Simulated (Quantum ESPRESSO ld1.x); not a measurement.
Species: neutral neon. Configuration: [Ne]. Calculated with ld1.x of Quantum ESPRESSO 7.5: scalar-relativistic Kohn-Sham, LDA (Slater exchange, VWN5 correlation), spin-polarised, spherical densities, point nucleus. Some entries of the table are withheld. Estimate them.

orbital,occ.,eigenvalue (eV),r(max) (bohr)
1s,2,(1),0.103
2s,2,(2),0.682
2p,6,-13.5391,(3)

Answer. 
(1) 1s eigenvalue (eV): -825.798
(2) 2s eigenvalue (eV): -36.1212
(3) 2p r(max) (bohr): 0.620
